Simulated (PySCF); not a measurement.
How methods differ on the ionisation energy of V⁺

V⁺ [Ar] 3d4 (5D) → V²⁺ [Ar] 3d3 (4F), as a difference of total energies. Calculation: PySCF 2.14, in x2c-TZVPall; scalar relativity by spin-free X2C-1e. Correlated levels: valence: [Ar] frozen. The calculations carry no spin-orbit coupling.

```csv
method,ionisation energy (eV),difference from reference (eV)
UHF,13.207,-1.427
BP86,15.337,+0.703
MN15,15.142,+0.508
MP2 (valence),13.854,-0.780
SCS-MP2 (valence),13.423,-1.211
```

Reference: 14.634 ± 0.007 eV (measured; NIST Atomic Spectra Database, ionization energies).

The reference lies between the lowest fine-structure levels, while these numbers refer to the centres of the terms.

Errors of the correlated levels include the incompleteness of this basis and the frozen core.
